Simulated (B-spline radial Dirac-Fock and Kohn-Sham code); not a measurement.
**Run log: Ge**

ΔSCF core binding energies without Breit or QED terms, calculated with a radial finite-basis atomic code. Keys: rel is the Hamiltonian (dirac, or spin-free x2c and nr, where L3 and M5 stand for the whole 2p and 3d shells), method is hf or an exchange,correlation pair (spin-unpolarised, also for the hole states), nuc the nuclear model, radius_factor scales its radius, rmax is the box in bohr, h the logarithmic mesh step, order the B-spline order, points the quadrature points per cell, c_factor scales the speed of light, and damp, ndamp, maxit and tol steer the iteration. The run stops when the commutator error falls below 10·tol·max(1, Z/10), or the numerical noise floor, and the energy has settled to about 1e-8 Ha; the virial ratio is −V/T.

Input (task.json):

```json
{"items": [{"Z": 32, "q": 0, "cfg": [[1, 0, 2], [2, 0, 2], [2, 1, 6], [3, 0, 2], [3, 1, 6], [3, 2, 10], [4, 0, 2], [4, 1, 2]], "A": 74, "rrms": 4.0742, "do": "settings", "holes": ["K", "L3", "M5"],
  "settings": [{"rel": "dirac", "method": "hf", "nuc": "fermi", "radius_factor": 1.0, "rmax": 45.0, "h": 0.3, "order": 4, "points": 10, "c_factor": 1.0, "maxit": 60, "damp": 0.5, "ndamp": 3, "tol": 1e-08}]}]}
```

Command: `python xray2_run.py task.json out`

Ground-state iterations:

```
iter   energy (Ha)        error
   1    -2096.94824448  1.17e+00
   2    -2097.36300911  8.74e-02
   3    -2097.46320088  2.54e-02
   4    -2097.46443842  1.10e-02
   5    -2097.46470721  9.75e-04
   6    -2097.46471970  3.05e-04
   7    -2097.46472150  1.13e-04
   8    -2097.46472189  2.58e-05
   9    -2097.46472190  1.07e-06
  10    -2097.46472190  3.74e-07
  11    -2097.46472190  2.05e-08
```

The ground state converged in 11 iterations, with total energy -2097.46472 Ha, virial ratio 1.97879 and highest orbital energy -7.24 eV. ΔSCF binding energies: K (1s) 11134.2 eV, L3 (2p3/2) 1227.5 eV, M5 (3d5/2) 36.12 eV.

Q: One setting is unsound. Which, and why?

A: order is too low for an accurate radial basis. With the default settings (Dirac Hartree-Fock): The ground state converged in 11 iterations, with total energy -2097.47037 Ha, virial ratio 1.97879 and highest orbital energy -7.24 eV. ΔSCF binding energies: K (1s) 11134.2 eV, L3 (2p3/2) 1227.5 eV, M5 (3d5/2) 36.12 eV.
